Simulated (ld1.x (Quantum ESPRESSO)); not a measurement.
## What the settings do to the TM potential of technetium

Base potential:

- Element: Tc (Z = 43)
- Generator: ld1.x (Quantum ESPRESSO) 7.5
- Type: norm-conserving Troullier–Martins (Kleinman–Bylander form)
- Functional: PBEsol
- Relativity: scalar-relativistic
- Frozen core: [Ar] 3d10 4s2
- Valence charge: 13
- Reference configuration: 4p6 4d5 5s2 5p0
- Partial waves: 5s (bound): rc 2.45 bohr; 4p (bound): rc 1.20 bohr; 4d (bound): rc 1.30 bohr
- Local potential: the d channel
- Core correction: a·sin(br)/r model core inside 1.10 bohr

Cutoffs, loose and tight: the cutoffs (Ry, on a coarse ladder) from which the occupation-weighted sum of valence levels, in a spherical-Bessel basis at the reference potential, stays within 10 and 1 mRy of its value at 400 Ry. They do not see the model core or the augmentation charge, which bear on the density cutoff. Test errors are all-electron minus pseudo excitation energies from the reference, over the configurations 4p6 4d5 5s1 5p0; 4p6 4d5 5s0 5p0; 4p6 4d4 5s0 5p0; 4p5 4d5 5s2 5p0; 4p6 4d5.5 5s1.5 5p0; 4p6 4d4 5s2 5p0; 4p6 4d5 5s1 5p1. A dash means not determined; rows that change the core or the reference have their own tests.

A true bound ghost makes a file unfit for plane-wave use even where its test errors are small: the radial tests pick states by their node count and pass the ghost by.

| change | outcome | cutoff, loose | cutoff, tight | bound ghosts | largest test error (meV) |
| --- | --- | --- | --- | --- | --- |
| base | generated | 100 Ry | 140 Ry | s | -67 |
| all radii but the core radius scaled by about 0.80 (s 1.96, p 0.96, d 1.04 bohr) | generated | 160 Ry | 260 Ry | s | +143 |
| all radii but the core radius scaled by about 0.93 (s 2.26, p 1.12, d 1.20 bohr) | generated | 100 Ry | 160 Ry | s | -42 |
| all radii but the core radius scaled by about 1.35 (s 3.32, p 1.62, d 1.76 bohr) | generated | 50 Ry | 60 Ry | s | -67 |

Q: What comes out with this change to the base: all radii but the core radius scaled by about 1.25 (s 3.06, p 1.50, d 1.62 bohr)?

A: outcome: generated; cutoff, loose: 55 Ry; cutoff, tight: 100 Ry; bound ghosts: s; largest test error (meV): -77.

Q: What comes out with this change to the base: all radii but the core radius scaled by about 1.13 (s 2.76, p 1.36, d 1.46 bohr)?

A: outcome: generated; cutoff, loose: 70 Ry; cutoff, tight: 110 Ry; bound ghosts: s; largest test error (meV): -82.

Reading the sweep of the scale of all radii but the core radius (base = 1) (base included, trends over the rows without a ghost): Bound ghosts are found at 0.8, 0.93, 1, 1.13, 1.25, 1.35. Every judged row has one, so this setting neither creates nor removes them.
